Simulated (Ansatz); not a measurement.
Stepwise reaction of `[OH][Ti]([Cl])([Cl])[Cl]` with water, as a gas-phase model of exchange steps in deposition or etching. ΔE in kJ/mol; ΔG adds harmonic PBE0-D4 terms to CCSD(T)/CBS, at 1 bar.

Computed with Ansatz on PBE0-D4/def2-TZVP structures; ΔE is electronic, products minus reactants. CCSD(T)/CBS adds triple-zeta CCSD(T) − MP2 to the extrapolated MP2 energy (def2 sets, frozen cores). This one scheme is used for every species. DFT in def2-TZVPP. B3LYP here is the variant with VWN-RPA as its local correlation; programs differ in this. For Ti outer-core shells are correlated without core-valence functions, which leaves a few kJ/mol of doubt a bond. Scalar relativity is left out up to krypton. One conformer a species, not always the lowest.

```
step                                                             reaction  PBE-D4  B3LYP-D4  ωB97M-V  CCSD(T)/CBS  ΔG(600 K)
   1  `[OH][Ti]([Cl])([Cl])[Cl]` + H₂O → `[OH][Ti]([OH])([Cl])[Cl]` + HCl    22.8      20.3     16.7         24.8       18.3
   2  `[OH][Ti]([OH])([Cl])[Cl]` + H₂O → `[OH][Ti]([OH])([OH])[Cl]` + HCl    30.8      29.3     27.0         33.0       27.6
   3  `[OH][Ti]([OH])([OH])[Cl]` + H₂O → `[OH][Ti]([OH])([OH])[OH]` + HCl    37.2      36.1     35.2         39.3       38.1
```

Q: By hand: ΔE of the 3 steps together at CCSD(T)/CBS.

A: (24.8) + (33.0) + (39.3) = 97.1 kJ/mol, or 32.4 kJ/mol a step.

In ΔE each step is higher than the one before. All are uphill at CCSD(T)/CBS. ΔG lies between 18.3 and 38.1 kJ/mol a step. PBE-D4 differs from CCSD(T)/CBS by -2.2 to -2.0 kJ/mol a step. Isolated molecules leave out the surface, adducts and barriers. Largest T1 diagnostic: 0.024.
